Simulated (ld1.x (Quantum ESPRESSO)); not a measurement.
## O (Z = 8): one change to a TM potential, before and after

O, norm-conserving Troullier–Martins (Kleinman–Bylander form), made with ld1.x (Quantum ESPRESSO) 7.5 (PBE, scalar-relativistic). Core [He], reference 2s2 2p4. Waves: 2s (bound): rc 0.80 bohr; 3d channel at 0.45 Ry: rc 2.00 bohr; 2p (bound): rc 1.85 bohr. Local part: the p channel. Core correction: a·sin(br)/r model core, default radius (core density twice the valence density).

Change: wave 2p (bound): rc 1.85 bohr becomes 2p (bound): rc 1.94 bohr.

Cutoffs: the cutoffs (Ry, on a coarse ladder) from which the occupation-weighted sum of valence levels, in a spherical-Bessel basis at the reference potential, stays within 10 and 1 mRy of its value at 400 Ry; they do not see the model core or the augmentation charge, which bear on the density cutoff. Errors are all-electron minus pseudo energies relative to the spin-unpolarised reference configuration.

Task: What does the change do?

Result: The potential gets neither clearly harder nor softer (80 Ry and 200 Ry → 80 Ry and 200 Ry); of the 7 tests that both files solve, the error grows in 7 and shrinks in 0 by more than 15 % and 0.3 meV (median size 164.1 → 199.2 meV); neither file shows a bound ghost. More of the atom is replaced by a form fitted at one configuration, so other configurations suffer.

```tsv
quantity	base	changed
cutoff, loose	80 Ry	80 Ry
cutoff, tight	200 Ry	200 Ry
bound ghosts	none	none
error for 2s2 2p3, meV [ΔE 16.43 eV]	+3.5	+9.7
error for 2s2 2p2, meV [ΔE 50.02 eV]	+270	+351
error for 2s2 2p1, meV [ΔE 103.89 eV]	+1480	+1816
error for 2s0 2p6, meV [ΔE 29.94 eV]	-16	-39
error for 2s1 2p5, meV [ΔE 14.95 eV]	-4.6	-11
error for 2s1 2p4, meV [ΔE 31.66 eV]	-164	-199
error for 2s2 2p0, meV [ΔE 180.79 eV]	+4671	+5552
s: phases at 2.20 bohr within 0.05 rad from the reference energy up to (Ry; the scan ends near 5)	0.8	0.7
p: phases at 2.20 bohr within 0.05 rad from the reference energy up to (Ry; the scan ends near 5)	1.0	0.9
d: phases at 2.20 bohr within 0.05 rad from the reference energy up to (Ry; the scan ends near 5)	to the end of the scan	4.9
```
